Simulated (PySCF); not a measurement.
# Computed structure and properties of [Lu(NH2)2]+

System: [Lu(NH2)2]+ (singlet in the valence; each metal's 4f electrons, 14 of them, lie in its core potential, out of spins and levels); start: displaced along the imaginary mode (C2). Method: PySCF 2.14.0, RKS PBE0, Lu lcecp-1-SVP with ECP60, N def2-SVP, H def2-SVP; non-relativistic Hamiltonian with scalar-relativistic core potentials where named; density fitting; no spin-orbit coupling.

Input of the relaxation:

```python
mol = gto.M(atom='''
Lu    -0.00000     0.00000    -0.17817
N      1.73015     0.00561     0.91600
H      2.00438    -0.78164     1.56008
H      2.32004     0.83751     1.17637
N     -1.73015    -0.00561     0.91600
H     -2.00438     0.78164     1.56008
H     -2.32004    -0.83751     1.17637''',
    basis={'Lu': 'lcecp-1-SVP', 'N': 'def2-SVP', 'H': 'def2-SVP'},
    ecp={'Lu': 'lcecp-1-SVP'},
    charge=1, spin=0)
mf = dft.RKS(mol, xc='PBE0')
mf.grids.atom_grid = (50, 194)  # f atoms: unpruned, at least (60, 302)
mf = mf.density_fit()  # fitting sets: Lu AutoAux, N def2-universal-JKFIT, H def2-universal-JKFIT
mf.conv_tol = 1e-08; mf.max_cycle = 55
mf.kernel(dm0)  # dm0: converged density of the start geometry
# quasi-Newton relaxation in Cartesian coordinates to a largest gradient under 0.00045 Eh/bohr, steps kept in the point group
```

Run from Python with OMP_NUM_THREADS=2; the lines above give its settings. Where DIIS fails, smearing, a level shift and second-order steps follow.
It took 68 s on 2 threads of Arm Neoverse V2, on a shared host, from the converged density of the start.

Course of the relaxation:

| step | energy above end (eV) | largest force component within the symmetry (eV/Å) |
| --- | --- | --- |
| 0 | 0.4812 | 1.114 |
| 1 | 0.3680 | 0.152 |
| 2 | 0.3111 | 0.502 |
| 3 | 0.2888 | 0.704 |
| 4 | 0.2500 | 0.696 |
| 5 | 0.1897 | 0.553 |
| 6 | 0.1602 | 1.176 |
| 7 | 0.1107 | 0.685 |
| 18 | 0.0028 | 0.055 |
| 19 | 0.0010 | 0.076 |
| 20 | 0.0002 | 0.020 |
| 21 | 0.0002 | 0.082 |
| 22 | 0.0001 | 0.018 |
| 23 | 0.0000 | 0.008 |
(The steps between are left out.)

Relaxed geometry (C2v):

```xyz
7

Lu    0.0000    0.0000   -0.2595
N     1.6067    0.1627    0.9632
H     1.5336    0.1701    1.9828
H     2.6011    0.2528    0.7471
N    -1.6067   -0.1627    0.9632
H    -1.5336   -0.1701    1.9828
H    -2.6011   -0.2528    0.7471
```

```
     contact      Å
Lu1–N2 (NH2)  2.026
Lu1–N5 (NH2)  2.026
```

On the finer grid (75, 302):

The HOMO is -11.77 eV. The LUMO is -7.05 eV and the dipole about the centre of mass is 2.79 D. The set of Mulliken populations of Lu1 outside the core potential is s 2.30, p 6.21, d 1.28, f 0.05 and the D3(BJ) dispersion energy (not in the energies) is -0.093 eV.

| atom | Mulliken (e) | Löwdin (e) | spin (e) |
| --- | --- | --- | --- |
| Lu1 | 1.16 | 0.96 | 0.00 |
| N2 | -0.44 | -0.20 | 0.00 |
| H3 | 0.19 | 0.11 | 0.00 |
| H4 | 0.18 | 0.11 | 0.00 |
| N5 | -0.44 | -0.20 | 0.00 |
| H6 | 0.19 | 0.11 | 0.00 |
| H7 | 0.18 | 0.11 | 0.00 |

The 4f levels lie in the core potential and are missing.

On the grid (50, 194), as all that follows. Harmonic modes: a minimum; lowest 144 cm⁻¹ (negative: unstable), highest 3617 cm⁻¹, zero-point energy 1.321 eV.

Taking off one NH2 (charge -1, singlet; the rest: singlet) in vacuum, both parts rigid, costs 17.58 eV; the small basis without counterpoise inflates it. Most of it is the attraction of opposite charges; other ways to part are cheaper, and one spin state was tried for the rest.

Rigid scan of NH2 along the line from its metal:

```tsv
distance to N2 (Å)	energy (eV)
1.73	1.528
1.83	0.586
1.93	0.127
2.03	0.000
2.13	0.096
2.23	0.340
2.43	1.069
2.73	2.354
3.13	3.936
3.63	4.964
```

One start shape was tried, so this needn't be the lowest isomer.

An lcecp potential fixes the number of 4f electrons, so in runs with it no electron can move into or out of that shell.
